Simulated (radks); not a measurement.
Results of a calculation; reference values are marked as such.
Task: Species: N+. Configuration: [He] 2s1.5 2p2 3p0.5 (fractional occupations, a model configuration). Code: a radial shooting solver on a logarithmic mesh with Libxc functionals. Model: Dirac Kohn-Sham, PBEsol, spin-unpolarised, spherical densities, finite nucleus; open shells fill j = l - 1/2 first; Fermi nuclear charge, rms radius 2.5582 fm.

Spin-orbit splittings of the eigenvalues, e(l+1/2) - e(l-1/2), with zeta = 2 splitting/(2l+1) and mean radii in bohr:

| shell | occ. | splitting (eV) | zeta (eV) | <r> j=l-1/2 | <r> j=l+1/2 |
|---|---|---|---|---|---|
| 2p | 2 | ? | ? | 1.212 | 1.213 |
| 3p | 0.5 | 0.002340 | 0.001560 | 4.780 | 4.782 |

Estimate the 2p splitting.

Result: 0.02622 eV (zeta = 0.01748 eV).
